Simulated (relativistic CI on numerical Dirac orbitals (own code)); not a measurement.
## What each ingredient does to the levels of Tl³²⁺

Base calculation: Dirac-Coulomb-Breit CI, KLI orbitals optimised for each configuration, QED by a radiative potential, unscaled Slater integrals.

CI space (outside the closed core [Ar] 3d10): 4s2 4p6 4d10 4f3, 4s2 4p6 4d9 4f4, 4s2 4p6 4d10 4f2 5s, 4s2 4p6 4d10 4f2 5p, 4s2 4p6 4d10 4f 5s2, 4s2 4p5 4d10 4f4, 4s2 4p6 4d10 4f 5s 5p, 4s2 4p6 4d10 4f2 5d, 4s2 4p6 4d10 4f 5p2, 4s 4p6 4d10 4f4, 4s2 4p6 4d10 4f 5s 5d, 4s2 4p6 4d9 4f2 5s2, 4s2 4p6 4d10 4f2 5f, 4s2 4p6 4d10 4f2 6s, 4s2 4p6 4d10 4f 5d2, 4s2 4p6 4d10 4f2 6p. Levels of other configurations are missing.

The lowest level and the first level of each name with at least 55 % of one term (blank where a level has no safe partner in the second run):

```csv
Level,Base (cm⁻¹),Shift (cm⁻¹)
4s2 4p6 4d10 4f3 4I°_9/2,0,0
4s2 4p6 4d10 4f3 4I°_11/2,41009,-112
4s2 4p6 4d10 4f3 4I°_13/2,70519,-160
4s2 4p6 4d10 4f3 4I°_15/2,92858,-178
4s2 4p6 4d10 4f3 4G°_7/2,102994,-122
4s2 4p6 4d10 4f3 2K°_13/2,114883,-181
4s2 4p6 4d10 4f3 4G°_9/2,133555,-195
4s2 4p6 4d10 4f3 2D°_5/2,155951,-224
4s2 4p6 4d10 4f3 2H°_9/2,165507,-220
4s2 4p6 4d10 4f3 2I°_13/2,175626,-225
4s2 4p6 4d10 4f3 4D°_7/2,175639,-187
4s2 4p6 4d10 4f3 2L°_17/2,180645,-229
4s2 4p6 4d10 4f3 2F°_7/2,227261,-248
4s2 4p6 4d10 4f2 5s 4H_7/2,1716831,-251
```

At this charge energies of transitions that change n are usually good to better than 1 %, and those within a shell (Δn = 0) to a few per cent. Terms inside the open d or f shell come out 10 to 20 % too wide with unscaled integrals.

Q: One thing was changed in a second run, which moved the levels as shown. Which?
A. Breit term removed
B. QED terms removed
C. configuration mixing switched off
D. valence Slater integrals scaled by 0.9
E. one mean potential for all configurations

A: E. One mean potential for all configurations. One potential for all configurations removes the relaxation of the orbitals, which moves whole configurations and changes the integrals a little.

LS names give the leading component of a level, which can be under half, so a name can repeat, a term be missing and a line seem to break the LS rules.
